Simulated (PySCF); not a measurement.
**Identify the compound**

An unknown has the formula C$_{5}$H$_{10}$O$_{2}$. Its calculated NMR data are:

¹H NMR (400 MHz, computed): δ 4.14 (t, 2H), 2.07 (s, 3H), 1.70 (m, 2H), 0.91 (t, 3H).

¹³C{¹H} NMR (computed): δ 176.3, 69.2, 26.0, 23.4, 11.2.

- σ from GIAO-PBE0/pcSseg-1
- structure optimised with GFN2-xTB
- run in PySCF 2.14.0 with density-fitted response routines
- one conformer, non-relativistic, in vacuum, one averaged value for each set of equivalent atoms

Scale: ¹H (σref 31.72), ¹³C (σref 186.93) against TMS (reference shieldings calculated alike).

Question: Propose a structure and justify it.

Answer: 
The formula gives 1 degree of unsaturation (no ring in the answer). 5 carbon signals for 5 carbons: no two carbons are equivalent. Carbon types of the structure: 1 × C, 2 × CH2, 2 × CH3, which accounts for all hydrogens. δC 176.3: ester carbonyl carbon; lone-pair donation from the attached heteroatom keeps it upfield of a ketone carbonyl. δC 69.2: sp3 CH2 bonded to O; pulled downfield by the heteroatom. δC 26.0: sp3 CH2; aliphatic region, no heteroatom directly attached. δC 23.4: methyl carbon α to a carbonyl; the adjacent C=O deshields it moderately. δC 11.2: methyl carbon; a saturated carbon with 1 carbon neighbour and no heteroatom attached. δH 4.14: hydrogen on an sp3 CH2 bonded to O; its carbon carries O, hence the downfield position. δH 2.07: hydrogen on a methyl carbon α to a carbonyl; α to C=O.

The compound is `CCCOC(C)=O`.

The data come from this structure; uniqueness wasn't tested.

Shifts are as computed. Against solution values, carbons near 30 ppm lie about +3 ppm off and those near 130 ppm about +5 ppm. Of 1211 compounds with measured shifts, 218 miss one by over three times the rms of a fit or turn the order of signals round; such compounds aren't used in these exercises. Multiplicities follow the n + 1 count of equivalent neighbours, as no J values were calculated; m marks all less simple cases, F and P coupling included.
